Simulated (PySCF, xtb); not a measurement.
2-silylpropan-2-ol (C3H10OSi), SMILES CC(C)(O)[SiH3].

GFN2-xTB run with xtb 6.7.1 at its own geometry gives an orbital gap of 5.59 eV and a dipole moment of 1.61 D.

Geometry: B3LYP-D3(BJ)/def2-SVP. The values are those of a single conformer.

Task: What does ωB97X/def2-TZVP run with PySCF give? (Estimate from the structure and the level; the computed values follow.)

Result: gap 12.93 eV (levels -10.42 and 2.51 eV), dipole 1.97 D.
